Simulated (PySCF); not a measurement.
# EPR parameters of C2H3NSi

C2H3NSi (triplet state).
Cartesian coordinates in Å at the GFN2-xTB level; atoms count from 1:
```xyz
7
C2H3NSi angstrom
N      3.1107    0.0157    0.6349
C      1.9462    0.0091    0.3964
C      0.6809    0.0038    0.1351
Si    -1.1089   -0.0047   -0.2318
H     -1.8096   -0.3854    0.9971
H     -1.3378   -0.9810   -1.2999
H     -1.4781    1.3473   -0.6588
```

The species is `N#C[C][SiH3]` [triplet].

Computed, not measured: UKS B3LYP, pcH-1 on C H N Si, non-relativistic, mean-field spin-orbit, GIAO (PySCF). Isolated species at its GFN2-xTB geometry, gas phase. This triplet need not be the ground state; the singlet was not compared here. A GFN2-xTB geometry isn't a minimum of the functional, and hyperfine couplings can be far from their values at a DFT geometry. No stability test was run, so a lower SCF solution isn't excluded. No frequencies were computed at this geometry's level, so the symmetric structure isn't shown to be a minimum.

```
g1, g2, g3   : 2.00214, 2.00297, 2.00297
g_iso        : 2.00269
Form of g    : axial
⟨S²⟩         : 2.0457 (exact 2.0000)
Total energy : -422.15960 Eh
```

Hyperfine couplings atom by atom, in MHz; T1 to T3 are the principal values of the dipolar part:

```json
{"atom": "N1", "isotope": "14N", "a_iso": "11.1", "of which spin–orbit": "0.0", "T1": "-22.5", "T2": "11.3", "T3": "11.3", "Mulliken spin population": "0.93"}
{"atom": "C2", "isotope": "13C", "a_iso": "-55.4", "of which spin–orbit": "0.0", "T1": "-12.0", "T2": "-12.0", "T3": "24.0", "Mulliken spin population": "-0.44"}
{"atom": "C3", "isotope": "13C", "a_iso": "63.4", "of which spin–orbit": "-0.1", "T1": "-60.2", "T2": "30.1", "T3": "30.1", "Mulliken spin population": "1.48"}
{"atom": "Si4", "isotope": "29Si", "a_iso": "32.3", "of which spin–orbit": "-0.1", "T1": "-1.1", "T2": "-1.1", "T3": "2.2", "Mulliken spin population": "-0.08"}
{"atom": "H5", "isotope": "1H", "a_iso": "34.9", "of which spin–orbit": "0.0", "T1": "-2.5", "T2": "-1.8", "T3": "4.3", "Mulliken spin population": "0.04"}
{"atom": "H6", "isotope": "1H", "a_iso": "34.8", "of which spin–orbit": "0.0", "T1": "-2.5", "T2": "-1.8", "T3": "4.3", "Mulliken spin population": "0.04"}
{"atom": "H7", "isotope": "1H", "a_iso": "34.8", "of which spin–orbit": "0.0", "T1": "-2.5", "T2": "-1.8", "T3": "4.3", "Mulliken spin population": "0.04"}
```

Largest spin populations (Mulliken): C3 (+1.48), N1 (+0.93), C2 (-0.44) and Si4 (-0.08).

Axes: g1 points within 1° of the C3–Si4 bond.

The 29Si coupling of Si4 (32.3 MHz) shows only in satellite lines or after enrichment, since that isotope makes up about 4.7 % of natural silicon.

The 13C coupling of C3 (63.4 MHz) shows only in satellite lines or after enrichment, since that isotope makes up about 1.07 % of natural carbon.

The spin density at the nucleus, in bohr⁻³, is negative for C2 (-0.0985) and Si4 (-0.0728), for instance. A restricted open-shell determinant has no negative spin density anywhere; here it arises because α and β orbitals differ (spin polarisation).
